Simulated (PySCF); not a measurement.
Si(Me)(Cl)3 cation (CH3Cl3Si), SMILES C[Si](Cl)(Cl)Cl (connectivity only; charge and spin as stated), charge +1, multiplicity 2.

Geometry: B3LYP-D3(BJ)/def2-SVP. The spin state was assumed, not searched. The isomer is the one that the SMILES or the coordinates give; other isomers of the formula were not compared.

Two levels are set side by side: PBE/def2-TZVP (PySCF) and B3LYP/def2-TZVP (PySCF). Same geometry, gas phase. Differences are taken from unrounded values.

```tsv
quantity	B3LYP
α-spin orbital gap (eV)	8.04
β-spin orbital gap (eV)	2.51
mean polarisability (bohr³)	77.7
```

Task: What does PBE give, and how far is it from B3LYP? (Estimate from the structure and the level; the computed values follow.)

Result: 
| quantity | PBE | PBE minus B3LYP |
|---|---|---|
| α-spin orbital gap (eV) | 6.16 | -1.88 |
| β-spin orbital gap (eV) | 0.94 | -1.57 |
| mean polarisability (bohr³) | 80.9 | 3.2 |

Loosely held outer electrons make PBE densities more polarisable. Differences between two approximate levels are no errors against the true value.

Rough cost on one machine, each run with all the roots and properties that it gave: B3LYP against PBE within a factor of 2.
